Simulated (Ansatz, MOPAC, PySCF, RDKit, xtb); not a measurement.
Complex: NH3 (SMILES N) (first 4 atoms) with H2Se (SMILES [SeH2]); geometry from B3LYP-D3(BJ)/def2-TZVP, rigid monomers moved along the line of their centres of mass till N1···H7 is 2.47 Å.
(charge 0, multiplicity 1):
```
atom    x (Å)    y (Å)    z (Å)
----  -------  -------  -------
N     -0.0681  -0.1982   0.0157
H     -0.9794  -0.3057  -0.4151
H      0.3835   0.6005  -0.4148
H      0.4788  -1.0217  -0.2082
Se    -0.4065   0.2461   3.9350
H      0.9213   0.8658   4.0562
H     -0.2560   0.0934   2.4636
```

| level | interaction energy (kcal/mol) | minus CCSD(T)/CBS(aug-cc-pVDZ, aug-cc-pVTZ) | cost |
|---|---|---|---|
| UFF | 0.46 | 3.36 | - |
| GFN-FF | -0.98 | 1.92 | - |
| AM1 | -0.79 | 2.11 | - |
| PM3 | -1.35 | 1.55 | - |
| PM6 | -2.52 | 0.38 | - |
| PM7 | -2.97 | -0.07 | - |
| GFN1-xTB | -1.93 | 0.98 | - |
| HF/3-21G (no counterpoise) | -4.17 | -1.26 | - |
| HF/6-31G* | -2.23 | 0.67 | - |
| HF/6-31G* (no counterpoise) | -2.84 | 0.07 | - |
| HF/aug-cc-pVDZ | -1.46 | 1.45 | - |
| HF/aug-cc-pVTZ | -1.35 | 1.56 | - |
| PBE/def2-TZVPPD | -3.08 | -0.18 | ×1 |
| PBE-D3(BJ)/def2-TZVPPD | -3.62 | -0.72 | ×1 |
| PBE-D4/def2-TZVPPD | -3.64 | -0.74 | ×1 |
| BP86/6-31G* (no counterpoise) | -4.49 | -1.58 | - |
| r2SCAN/def2-TZVPPD | -2.88 | 0.02 | ×2 |
| r2SCAN-D3(BJ)/def2-TZVPPD | -3.13 | -0.23 | ×2 |
| r2SCAN-D4/def2-TZVPPD | -3.09 | -0.19 | ×2 |
| B3LYP/3-21G (no counterpoise) | -6.57 | -3.67 | - |
| B3LYP/6-31G* | -3.35 | -0.45 | - |
| B3LYP/def2-TZVPPD | -2.22 | 0.68 | ×2 |
| B3LYP-D3(BJ)/def2-TZVPPD | -3.06 | -0.16 | ×2 |
| B3LYP-D4/def2-TZVPPD | -3.06 | -0.16 | ×2 |
| PBE0/def2-TZVPPD | -2.88 | 0.03 | ×2 |
| PBE0-D4/def2-TZVPPD | -3.40 | -0.50 | ×2 |
| M06-2X/6-31G* (no counterpoise) | -4.57 | -1.66 | - |
| wB97X-V/def2-TZVPPD | -2.91 | -0.01 | ×4 |
| wB97M-V/def2-TZVPPD | -2.84 | 0.07 | ×4 |
| MP2/6-31G* | -3.23 | -0.33 | - |
| MP2/6-31G* (no counterpoise) | -4.38 | -1.48 | - |
| MP2/aug-cc-pVDZ | -2.73 | 0.17 | - |
| MP2/CBS(aug-cc-pVDZ, aug-cc-pVTZ) | -3.04 | -0.13 | - |
| SCS-MP2/aug-cc-pVDZ | -2.27 | 0.63 | - |
| SCS-MP2/aug-cc-pVTZ | -2.43 | 0.47 | - |
| CCSD/aug-cc-pVDZ | -2.30 | 0.60 | - |
| CCSD/aug-cc-pVTZ | -2.48 | 0.42 | - |
| CCSD(T)/aug-cc-pVDZ | -2.51 | 0.40 | ×3 |
| CCSD(T)/aug-cc-pVTZ | -2.75 | 0.15 | ×30* |
| CCSD(T)/CBS(aug-cc-pVDZ, aug-cc-pVTZ) | -2.90 | 0.00 | ×40* |

 The comparison column counts from a level with limits of its own.

The rows run from -6.57 (B3LYP/3-21G (no counterpoise)) to 0.46 kcal/mol (UFF). In aug-cc-pVTZ the value moves HF -1.35, CCSD -2.48, CCSD(T) -2.75, a shift of -1.41 from HF to CCSD(T). From aug-cc-pVDZ to aug-cc-pVTZ CCSD(T) changes by -0.25. The dispersion term adds -0.54 in PBE-D3(BJ), -0.56 in PBE-D4, -0.25 in r2SCAN-D3(BJ). The 6 functionals in def2-TZVPPD without D3 or D4 span 0.86, from PBE to B3LYP.

Monomers are frozen at their geometry in the pair; levels with a basis set take the counterpoise correction. Rows marked so take none. RDKit's UFF carries no charges.

Cores are frozen in the correlated methods. Filled d and f shells under p-block atoms count as core. CBS: X⁻³ extrapolation of the correlation energy, Hartree–Fock from the larger set. Rows in 3-21G, 6-31G* carry no dispersion term and start afresh at each structure (6-31G* with six Cartesian d functions); the Pople sets are all-electron and without relativity. MP2/6-31G* freezes PySCF's default core, which leaves 3d correlated. The state that AM1, PM3, PM6, PM7 reach isn't checked; PM7 holds dispersion and hydrogen-bond terms.

Programs: Ansatz (a program for electronic structure) with Gaussian orbitals; MOPAC for AM1, PM3, PM6, PM7 (differences of heats of formation); PySCF for 3-21G rows, 6-31G* rows, the dispersion terms; RDKit for the force fields; xtb for the GFN methods. Values without a source in brackets are computed.

Costs are rough ratios of core time to PBE/def2-TZVPPD (about 4 s over the structures, on one shared machine); a dash marks a level with no comparable run of its own. A star marks coupled-cluster runs past 200 virtual orbitals, where the program's memory plan changes under this machine's limit, so their costs aren't comparable with smaller runs.
